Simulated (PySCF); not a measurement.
HOSi, SMILES [OH+]=[Si] (connectivity only; charge and spin as stated), charge +1, multiplicity 1.

Coordinates come from a r2SCAN-D4/def2-TZVPD optimisation. The isomer is the one that the SMILES or the coordinates give; other isomers of the formula were not compared.

All values below come from r2SCAN-D4/def2-TZVPD in PySCF.

Frequencies are harmonic and unscaled.

Modes within 1.5 cm⁻¹ of each other (mostly degenerate sets) share a row, with their intensities summed.

| mode | ν (cm⁻¹) | IR (km/mol) | Raman (Å⁴/amu) | depolarisation | moving atoms (share of kinetic energy) |
|---|---|---|---|---|---|
| 1–2 | 371 | 450.1 | 0.6 | 0.75 | H 85 %, O 14 % |
| 3 | 1128 | 119.8 | 19.6 | 0.25 | O 58 %, Si 38 % |
| 4 | 3782 | 509.8 | 114.3 | 0.25 | H 93 % |
